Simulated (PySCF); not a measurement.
**Excitation energy of Si²⁺ by level of theory**

Si²⁺ [Ne] 3s2 (1S) → Si²⁺ [Ne] 3s1 4s1 (3S), as a difference of total energies. Computed with PySCF 2.14 in aug-cc-pCVTZ-DK (8s7p5d3f, 75 functions), with scalar relativity by spin-free X2C-1e. Correlated levels: nothing frozen. The calculations carry no spin-orbit coupling.

```
                 method  excitation energy (eV)
                    UHF                  17.848
    MP2 (all electrons)                  18.788
SCS-MP2 (all electrons)                  18.999
   CCSD (all electrons)                  18.929
CCSD(T) (all electrons)                  18.962
```

**Question.** How much does correlation contribute at CCSD(T) (all electrons)?

**Answer.** 18.962 − (17.848) = 1.114 eV, measured against UHF.

The promoted electron is Rydberg-like, and one or two diffuse shells describe it only roughly, which tends to raise the upper state.
